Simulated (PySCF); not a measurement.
# Polarisability and C₆ of Sn⁺ (tin, charge +1)

[Kr] 4d10 5s2 5p1, 2P determinant. Calculation: PySCF 2.14, in def2-TZVPPD with the def2 core potential (28 electrons); a scalar-relativistic core potential. Coupled (time-dependent) response in atomic units; α is the mean over directions.

| method | mean α (bohr³) | α xx, yy, zz | C₆ (like pair) | S(−4) |
| --- | --- | --- | --- | --- |
| UHF | 28.92 | 27.58, 31.60, 27.58 | 228.9 | 276.3 |
| PBE | 27.20 | 24.97, 31.66, 24.97 | 208.9 | 263.2 |
| PBE0 | 27.27 | 25.39, 31.02, 25.39 | 210.7 | 254.4 |
| BHandHLYP | 27.06 | 25.37, 30.45, 25.37 | 208.6 | 246.8 |
| wB97M-V | 26.88 | 25.41, 29.80, 25.41 | 204.4 | 253.0 |

S(−4) is the Cauchy moment in α(ω) = α(0) + S(−4) ω² + …

Spin-orbit coupling is absent.

α(iu) at wB97M-V:

| u (hartree) | α(iu) (bohr³) |
| --- | --- |
| 0 | 26.88 |
| 0.0500 | 26.26 |
| 0.100 | 24.61 |
| 0.200 | 19.91 |
| 0.300 | 15.45 |
| 0.500 | 9.627 |
| 0.750 | 6.121 |
| 1.00 | 4.379 |
| 1.50 | 2.722 |
| 2.00 | 1.927 |
| 3.00 | 1.146 |
| 5.00 | 0.5437 |

A single London oscillator, α(iu) = α/(1 + u²/ω²), gives C₆ = (3/4) ω α². Matching the computed C₆ needs ω = 4 × 204.4 / (3 × 26.88²) = 0.377 hartree.

For an ion, C₆ is the dispersion term alone; charge-induced terms of lower order in 1/R come first.

The components differ because the open shell of this determinant is not spherical; for a pure term their mean is the scalar polarisability.

Energies and moments cover only the electrons outside the core potential.
